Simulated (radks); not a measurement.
Isoelectronic series with 20 electrons, each ion in its NIST ground configuration. Method: scalar-relativistic Kohn-Sham, r2SCAN, spin-polarised, spherical densities, finite nucleus; open shells are filled with parallel spins first (spin-orbit coupling, left out, can overturn this in heavy ions); meta-GGA in the generalised Kohn-Sham scheme; Fermi nuclear charge, rms radius of each element as measured or else 0.836 A^(1/3) + 0.57 fm; computed with a radial shooting solver on a logarithmic mesh with Libxc functionals. Total energies (hartree) and mean radii <r> (bohr):

ion,configuration,E (hartree),3p,3s
Ca,[Ar] 4s2,-680.51084,1.270,1.157
Ti2+,[Ar] 3d2,-853.02695,1.084,1.008
Cr4+,[Ar] 3d2,-1047.04498,0.9156,0.8744
Fe6+,[Ar] 3d2,-1262.29231,0.7929,0.7708
Ni8+,[Ar] 3d2,-1498.83845,0.6998,0.6889
Zn10+,[Ar] 3d2,-1756.79465,0.6266,0.6225
Ge12+,[Ar] 3d2,-2036.29747,0.5675,0.5677
Se14+,[Ar] 3d2,-2337.50312,0.5186,0.5216
Kr16+,[Ar] 3d2,-2660.58438,0.4775,0.4823
Sr18+,[Ar] 3d2,-3005.73092,0.4424,0.4484
Zr20+,[Ar] 3d2,-3373.14857,0.4121,0.4188
Mo22+,[Ar] 3d2,-3763.05792,0.3856,0.3928
Ru24+,[Ar] 3d2,-4175.70210,0.3623,0.3696
Cd28+,[Ar] 3d2,-5070.24111,0.3230,0.3303
Sn30+,[Ar] 3d2,-5552.70910,0.3064,0.3135
Te32+,[Ar] 3d2,-6059.05350,0.2913,0.2981
Xe34+,[Ar] 3d2,-6589.61907,0.2776,0.2841
Ba36+,[Ar] 3d2,-7144.7628,0.2650,0.2712
Ce38+,[Ar] 3d2,-7724.8726,0.2535,0.2594
Nd40+,[Ar] 3d2,-8330.3595,0.2429,0.2484
Sm42+,[Ar] 3d2,-8961.6308,0.2331,0.2382
Gd44+,[Ar] 3d2,-9619.2007,0.2241,0.2287
Dy46+,[Ar] 3d2,-10303.5543,0.2156,0.2198

Estimate the row of Pd26+ ([Ar] 3d2).

Answer. E (hartree) -4611.33833; 3p 0.3416; 3s 0.3489.
